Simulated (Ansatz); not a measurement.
`C[SiH](F)Cl` + H₂O → `C[SiH](O)Cl` + H–F at 500 K and 1 bar (formal hydrolysis of the Si–F bond).

Calculated with Ansatz (gas phase, PBE0-D4/def2-TZVP geometries, no zero-point term in ΔE). CBS: MP2 limit from def2 TZ/QZ plus the TZ coupled-cluster correction, frozen cores. This one scheme is used for every species. Each species was taken in one conformer, which may not be the lowest.

| species | CCSD(T)/CBS energy (Eh) | H − E (kJ/mol) | S (J/(mol·K)) |
| --- | --- | --- | --- |
| `C[SiH](F)Cl` | -889.24457 | 169.6 | 369.4 |
| H₂O | -76.37941 | 73.2 | 206.3 |
| `C[SiH](O)Cl` | -865.21254 | 203.2 | 385.0 |
| H–F | -100.39570 | 39.4 | 188.7 |

H − E and S are ideal-gas, rigid-rotor, harmonic terms from PBE0-D4/def2-TZVP, for one conformer and one mirror image of each species. 1 Eh = 2625.50 kJ/mol, R = 8.31446 J/(mol·K).

Problem. By hand: ΔE, ΔH, ΔS and ΔG.

Solution. ΔE = (-865.21254) + (-100.39570) − (-889.24457) − (-76.37941) = 0.01574 Eh = 41.3 kJ/mol. Δ(H − E) = 203.2 + 39.4 − 169.6 − 73.2 = -0.2, so ΔH = 41.1 kJ/mol. ΔS = 385.0 + 188.7 − 369.4 − 206.3 = -2.0 J/(mol·K). ΔG = 41.1 − 500 × (-2.0)/1000 = 42.1 kJ/mol.

Problem. By hand: the equilibrium constant, and the temperature at which ΔG would vanish if ΔH and ΔS stayed fixed.

Solution. log₁₀ K = −ΔG/(RT ln 10) = -4.4. ΔH and −TΔS have one sign here, so there is no such temperature.

The number of gas molecules stays the same, so ΔS is small and ΔH decides. A doubt of 5 kJ/mol in ΔE shifts log₁₀ K by 0.5 here. Other conformers and mirror images would add mixing entropy, several J/(mol·K) or more a flexible species. These are equilibria of isolated gas molecules and say nothing of rates. Largest T1 diagnostic: 0.010 (customary marks: 0.02 for closed shells, 0.045 for open ones).

ΔS is within the doubt of such terms, so its sign, and with it that verdict, could turn.
